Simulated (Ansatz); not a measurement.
Results of the Gaussian-basis code of Ansatz.

A structure relaxed at PBE0-D4/def2-TZVP, charge 0, multiplicity 1:

```xyz
15

C     0.567    1.613    0.941
C     1.460    0.886   -0.058
Sn    1.565   -1.291    0.283
C    -0.617   -1.596    0.180
C    -1.287   -1.003   -1.053
H     0.910    1.476    1.972
H     0.544    2.694    0.761
H    -0.466    1.258    0.897
H     2.476    1.286   -0.033
H     1.091    1.034   -1.080
H    -0.811   -2.670    0.250
H    -1.031   -1.149    1.093
H    -0.889   -1.429   -1.979
H    -2.367   -1.188   -1.062
H    -1.146    0.079   -1.112
```

Give its formula and SMILES.

C4H10Sn, `C[CH2][Sn][CH2]C`.

Point group (tolerance 0.08 Å, 0.16 Å for H)?

C2.

Summarise the bond lengths by kind.

2 × C–C 1.524 Å; 10 × C–H 1.093 to 1.098 Å; 2 × C–Sn 2.205 to 2.206 Å.
